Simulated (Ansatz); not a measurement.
A structure relaxed at PBE-D4/def2-SVP in Ansatz, charge 0, singlet:

```xyz
26

Sn   -0.996   -0.136   -0.006
C     1.202    0.165    0.007
C     1.577    1.059   -1.180
C     1.880   -1.205   -0.119
C     1.594    0.837    1.329
H     2.679    1.237   -1.207
H     1.299    0.602   -2.153
H     1.090    2.056   -1.125
H     1.605   -1.724   -1.061
H     1.622   -1.879    0.725
H     2.991   -1.095   -0.121
H     1.322    0.218    2.210
H     1.112    1.829    1.453
H     2.696    1.001    1.375
C    -1.535   -1.592    1.525
H    -2.635   -1.708    1.571
H    -1.172   -1.258    2.517
H    -1.083   -2.576    1.294
C    -1.611   -0.871   -1.963
H    -1.053   -1.793   -2.220
H    -1.412   -0.107   -2.740
H    -2.695   -1.102   -1.963
C    -1.988    1.761    0.408
H    -1.683    2.523   -0.335
H    -1.718    2.122    1.420
H    -3.087    1.637    0.357
```

Give its formula, name or SMILES and point group.

Sn(tBu)Me3 (C7H18Sn). Point group C3 (tolerance 0.1 Å).

Summarise the bond lengths by kind (pairs closer than 1.2 times the sum of covalent radii, bridged metal pairs left out).

4 × C–Sn 2.18 to 2.22 Å; 3 × C–C 1.53 Å; 18 × C–H 1.11 to 1.12 Å.

In the def2 sets Sn takes a core potential; there is no spin–orbit coupling.
